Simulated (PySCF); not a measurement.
hydrogen selenide (H2Se), SMILES [SeH2]. Geometry optimised at ωB97X-D3(BJ)/def2-TZVPD.

TDDFT-PBE/def2-TZVPD in PySCF puts the lowest singlet excitations at 5.23, 5.26, 6.52, 6.64, 6.95, 7.66 eV.

Question: What are the lowest excitation roots from ADC(3)/aug-cc-pVDZ (PySCF 2.14.0)? (An estimate is asked for; the answer gives what the named calculation found.)

Answer: 5.38, 5.55, 7.38, 7.73, 8.18, 8.45 eV. S1 differs by 0.15 eV (second minus first; roots are paired by order, and the bases may differ).
